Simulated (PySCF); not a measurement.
# Computed spin Hamiltonian

Species: C6H5O2S (doublet state).
Cartesian coordinates in Å at the GFN2-xTB level; atoms count from 1:
```
atom  x, y, z in Å
C1    -2.795    0.522   -0.539
C2    -1.533    0.171   -0.207
C3    -1.109   -0.892    0.638
C4     0.251   -0.978    0.769
C5     0.944   -0.004    0.046
C6     2.379    0.157   -0.011
O7     3.178   -0.544    0.568
O8     2.754    1.191   -0.794
S9    -0.120    1.046   -0.818
H10   -3.637   -0.026   -0.153
H11   -2.994    1.352   -1.191
H12   -1.817   -1.547    1.113
H13    0.777   -1.707    1.360
H14    3.720    1.260   -0.802
```

The hyperfine couplings belong to this conformer and change with its torsions.

The species is `[CH2]c1ccc(C(=O)O)s1` [radical].

Method: PySCF 2.14.0, UKS B3LYP, pcH-1 on C H O S, non-relativistic, mean-field spin-orbit, GIAO. One conformer (not necessarily the lowest) at the GFN2-xTB geometry, without solvent, vibrations or thermal averaging. Couplings are sensitive to structure, and on GFN2-xTB geometries they can be far from those on DFT ones. No stability test was run, so a lower SCF solution isn't excluded. ⟨S²⟩ is 0.781 where a pure state has 0.75.

| Property | Result |
| --- | --- |
| g1, g2, g3 | 2.00215, 2.00332, 2.00691 |
| g_iso | 2.00413 |
| Form of g | rhombic: the two nearest values differ by 25 % of g3 − g1 |
| ⟨S²⟩ | 0.7810 (exact 0.7500) |
| α and β electrons | 37, 36 |
| HOMO–LUMO gap, α and β orbitals | 4.20, 4.14 eV |
| Total energy | -780.28842 Eh |
| Basis functions | 285 |

Isotropic coupling and dipolar principal values T1 to T3, in mT; ρ(0) is the spin density at the nucleus (MHz turned into mT with g_iso):

```
atom  isotope  a_iso  of which spin–orbit     T1     T2    T3  Mulliken spin population  ρ(0) (bohr⁻³)
  C1      13C   1.62                 0.00  -1.58  -1.54  3.12                      0.58         0.0406
  C2      13C  -1.39                 0.00  -0.84   0.33  0.51                     -0.19        -0.0346
  C3      13C   1.03                 0.00  -0.86  -0.85  1.71                      0.31         0.0258
  C4      13C  -0.95                 0.00  -0.71   0.32  0.39                     -0.16        -0.0238
  C5      13C   1.16                 0.01  -1.09  -1.04  2.13                      0.33         0.0288
  C6      13C  -0.60                 0.00  -0.03  -0.02  0.05                     -0.02        -0.0150
  O7      17O  -0.23                 0.00  -1.02   0.51  0.51                      0.09         0.0108
  O8      17O   0.06                 0.00  -0.08   0.03  0.05                      0.01        -0.0030
  S9      33S   0.15                -0.01  -0.51  -0.38  0.89                      0.12         0.0131
 H10       1H  -1.25                 0.00  -0.71  -0.03  0.74                     -0.03        -0.0079
 H11       1H  -1.26                 0.00  -0.72  -0.03  0.75                     -0.03        -0.0079
 H12       1H  -0.72                 0.00  -0.36  -0.05  0.41                     -0.01        -0.0045
 H13       1H   0.29                 0.00  -0.10  -0.06  0.17                      0.01         0.0018
 H14       1H  -0.05                 0.00  -0.05  -0.03  0.08                      0.00        -0.0003
```

Largest spin populations (Mulliken): C1 (+0.58), C5 (+0.33), C3 (+0.31) and C2 (-0.19). Three atoms exceed +0.15. The positive populations add up to 1.44 and the negative ones to -0.44, together 2S = 1. The angles at C1 add up to 360.0°, so it is planar.

C1, the radical centre as drawn in `[CH2]c1ccc(C(=O)O)s1`, holds a spin population of +0.58 out of 1.

Axes: g1 is normal to the molecular plane, g2 points within 1° of the C2–C3 bond and g3 points within 12° of the C5–C6 bond.

Under fast tumbling the dipolar parts average out, and these isotropic splittings remain: 1 × 1H (H11, I = 1/2, 2 lines) with 1.26 mT, 1 × 1H (H10, I = 1/2, 2 lines) with 1.25 mT, 1 × 1H (H12, I = 1/2, 2 lines) with 0.72 mT, 1 × 1H (H13, I = 1/2, 2 lines) with 0.29 mT and 1 × 1H (H14, I = 1/2, 2 lines) with 0.05 mT.

H10 and H11 aren't averaged: C1 is flat or nearly so (angle sum 360°), and its turn about the short C1–C2 bond (1.35 Å) is taken as slow.

The 17O coupling of O7 (-6.6 MHz) shows only in satellite lines or after enrichment, since that isotope makes up about 0.038 % of natural oxygen.

The 13C coupling of C1 (45.5 MHz) shows only in satellite lines or after enrichment, since that isotope makes up about 1.07 % of natural carbon.

The spin density at the nucleus, in bohr⁻³, is negative for C2 (-0.0346), C4 (-0.0238) and C6 (-0.0150), for instance. A restricted open-shell determinant has no negative spin density anywhere; here it arises because α and β orbitals differ (spin polarisation).
